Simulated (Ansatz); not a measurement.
`B[CH]([SiH3])[GeH3]` + `COB[SiH3]` → `C[O][GeH3]` + `BC([SiH3])B[SiH3]`  (redistribution)

Computed with Ansatz on PBE0-D4/def2-TZVP structures; ΔE is electronic, products minus reactants. CBS: MP2 limit from def2 TZ/QZ plus the TZ coupled-cluster correction, frozen cores. Functionals use def2-TZVPP. B3LYP here is the variant with VWN-RPA as its local correlation; programs differ in this. For Ge outer-core shells are correlated without core-valence functions, which leaves a few kJ/mol of doubt a bond. Scalar relativity is left out up to krypton. Each species was taken in one conformer, which may not be the lowest.

Problem. Is it downhill or uphill in electronic energy at CCSD(T)/CBS, and by how much? (An estimate is asked.)

Solution. Computed: Uphill: ΔE = +22.8 kcal/mol.

Problem. What do these levels give: r2SCAN-D4, PBE, PBE0, B3LYP, HF/def2-TZVPP, CCSD/CBS(def2)? (Best estimate.)

Solution. The calculation gave: r2SCAN-D4 20.7, PBE 21.7, PBE0 21.9, B3LYP 24.2, HF/def2-TZVPP 24.8, CCSD/CBS(def2) 23.2 kcal/mol.

Largest T1 diagnostic among the species: 0.014.

The D4 term adds −1.7 kcal/mol with B3LYP and −0.9 kcal/mol with PBE0; it sums over pairs of atoms, weighted by their polarisabilities, and B3LYP, whose exchange is more repulsive, gets the larger term. In def2-TZVPP, CCSD(T) changes the Hartree–Fock value by −1.9 kcal/mol (the triples alone add −0.4 kcal/mol) and MP2 by −2.5 kcal/mol.
